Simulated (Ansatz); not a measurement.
The cluster Li₄H₃. Total charge 0; doublet. Geometry PBE-D4/def2-TZVP, basis def2-TZVP, Ansatz.

Cartesian coordinates in Å:
```
Li -1.031 1.011 0.923
Li 1.182 0.422 -0.076
Li -0.775 -0.147 -1.521
Li -0.115 -1.554 0.724
H -0.254 1.376 -0.678
H 0.621 -1.119 -0.880
H 0.371 0.011 1.508
```

```json
{"run": "A", "HOMO (eV)": "-4.53", "LUMO (eV)": "0.98"}
{"run": "B", "HOMO (eV)": "-3.94", "LUMO (eV)": "0.06"}
{"run": "C", "HOMO (eV)": "-2.35", "LUMO (eV)": "-1.43"}
{"run": "D", "HOMO (eV)": "-2.62", "LUMO (eV)": "-1.11"}
{"run": "E", "HOMO (eV)": "-3.50", "LUMO (eV)": "-0.49"}
{"run": "F", "HOMO (eV)": "-2.84", "LUMO (eV)": "-0.99"}
```

The structure comes from a short search, and lower isomers may exist.

HOMO and LUMO are taken over both spins.

The runs used BHLYP, BLYP, HF, r2SCAN, r2SCANh, ωB97M-V. Estimate which is which.

A HF (100 % exact exchange); B ωB97M-V (range-separated); C BLYP (0 % exact exchange); D r2SCAN (0 % exact exchange); E BHLYP (50 % exact exchange); F r2SCANh (10 % exact exchange). Exact exchange lowers occupied and raises empty levels; among semilocal functionals meta-GGAs tend to open the gap a little, and such runs are hard to tell apart. The gap grows from 0.92 eV (BLYP) to 5.51 eV (HF).
